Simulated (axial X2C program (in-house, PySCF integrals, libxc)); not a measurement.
**PmF²⁺: a free-ion multiplet in an axial field**

Calculated with an in-house all-electron X2C program for linear molecules (integrals from PySCF): two-component X2C with atomic mean-field Coulomb and Gaunt terms, basis Pm dyall-v4z, F dyall-v4z (cores contracted in-house). Orbitals come from Hartree–Fock averaged over the configuration Pm f4 s0 d(πδ)0; CI then distributes these electrons over the f, s, d(πδ) shells of Pm.

R = 1.887 Å.

(1) Which level do Hund's rules give for f4, how many Ω levels does it split into, and what is its Landé factor?

The computed levels compare thus:

```json
{"Ω": "0", "energy (cm⁻¹)": "0", "g∥ computed": "0.00", "2gJΩ": "0.00"}
{"Ω": "3", "energy (cm⁻¹)": "45", "g∥ computed": "3.48", "2gJΩ": "3.60"}
{"Ω": "1", "energy (cm⁻¹)": "57", "g∥ computed": "1.48", "2gJΩ": "1.20"}
{"Ω": "2", "energy (cm⁻¹)": "110", "g∥ computed": "2.45", "2gJΩ": "2.40"}
{"Ω": "4", "energy (cm⁻¹)": "529", "g∥ computed": "5.73", "2gJΩ": "4.80"}
```

The 5 lowest levels are just these Ω; they span 529 cm⁻¹, the lowest has Ω = 0, and the next level lies at 1454 cm⁻¹. Departures of g∥ from 2gJΩ come from intermediate coupling and from mixing with the higher-lying level J + 1 of the term. The computed g∥ is the magnitude of 2⟨Lz + ge Sz⟩.

There is no dynamic correlation: spin–orbit spacings and, for f shells, spacings inside one term are the most reliable numbers, splittings between terms come out too wide, and energies between configurations are not reliable, so the lowest level need not be the ground state of the molecule. At most 4 roots were kept for each Ω > 0 (twice that for Ω = 0) within 2.2 eV of the lowest, so higher up levels can be missing between those listed; levels with Ω > 0 are doubly degenerate and listed once, Ω = 0 levels singly. States that fill the shells left empty in the average are placed too high.

Results:

(1) S = 2, L = 6, J = 4 (5I4). It gives Ω = 0 to 4, 5 levels. gJ = 3/2 + [S(S+1) − L(L+1)]/[2J(J+1)] = 0.600, so g∥ = 2gJΩ.
